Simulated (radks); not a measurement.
Question: Numerical settings for neutral rubidium, [Kr] 5s1. Calculated with a radial shooting solver on a logarithmic mesh with Libxc functionals: scalar-relativistic Kohn-Sham, r2SCAN, spin-unpolarised, spherical densities, finite nucleus; meta-GGA in the generalised Kohn-Sham scheme; Fermi nuclear charge, rms radius 4.2036 fm. The defaults (mesh step 0.008 in ln r, mesh end at 40 bohr or more with all orbitals vanishing there, Anderson mixing 0.5 over 9 steps, residual threshold near 1e-9 with the energy settled to 1e-9 hartree or 1e-11 of itself, here a cap of 77 iterations) give E = -2981.672 hartree and 5s at -2.198 eV in 15 iterations. Run on one thread of a shared host, so times are rough (Arm Neoverse V1): 0.11 s of CPU time, 0.11 s wall, 15 iterations on 2437 mesh points. One setting is changed at a time: mesh step in ln r 0.2; mesh step in ln r 0.05; mesh step in ln r 0.003; mesh end (bohr) 400; mesh end (bohr) 5; residual threshold 0.001; residual threshold 0.01; mixing 2.5; linear mixing, mixing 1; linear mixing, mixing 0.2; mixing history 2; iteration cap 8. Which runs fail to converge, and which converge to a wrong energy?

Answer: Not converged within the cap: mesh step in ln r 0.2; linear mixing, mixing 1; iteration cap 8. Settled on a wrong energy, with an occupied level pushed above zero by the early mesh end: mesh end (bohr) 5 (+0.248 hartree). Apart from these: settings that end as converged yet miss the energy by more than 1 mhartree: mesh step in ln r 0.05 (+0.00129 hartree).
